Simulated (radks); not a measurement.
Species: W4+. Configuration: [Kr] 4d10 4f14 5s2 5p5 5d2 6p1 (not the ground configuration). Calculated with a radial shooting solver on a logarithmic mesh with Libxc functionals: Dirac Kohn-Sham, exchange-only B88, spin-unpolarised, spherical densities, finite nucleus; open shells fill j = l - 1/2 first; Fermi nuclear charge, rms radius 5.3658 fm. Some entries of the table are withheld. Estimate them.

orbital,occ.,eigenvalue (Ry),r(max) (bohr)
1s1/2,2,(1),0.01146
2s1/2,2,-883.2705,0.06587
2p1/2,2,-845.0462,(2)
2p3/2,4,-745.5917,(3)
3s1/2,2,-206.2008,0.1855
3p1/2,2,-189.1273,0.1737
3p3/2,4,-167.6218,0.1877
3d3/2,4,-138.7901,0.1470
3d5/2,6,-134.1121,0.1509
4s1/2,2,-45.41509,0.4211
4p1/2,2,-38.32674,0.4208
4p3/2,4,-33.34128,0.4503
4d3/2,4,(4),0.4470
4d5/2,6,(5),0.4564
5s1/2,2,(6),0.9586
5p1/2,2,-7.19436,1.024
5p3/2,3,-6.41863,1.102
4f5/2,6,-6.15847,0.4259
4f7/2,8,-5.99267,0.4308
5d3/2,2,-3.50333,1.351
5d5/2,0,-3.41616,1.383
6p1/2,1,-2.38777,(7)
6p3/2,0,-2.24218,(8)

Answer. 
(1) 1s1/2 eigenvalue (Ry): -5102.981
(2) 2p1/2 r(max) (bohr): 0.04896
(3) 2p3/2 r(max) (bohr): 0.05579
(4) 4d3/2 eigenvalue (Ry): -21.67976
(5) 4d5/2 eigenvalue (Ry): -20.76107
(6) 5s1/2 eigenvalue (Ry): -9.34601
(7) 6p1/2 r(max) (bohr): 2.520
(8) 6p3/2 r(max) (bohr): 2.684
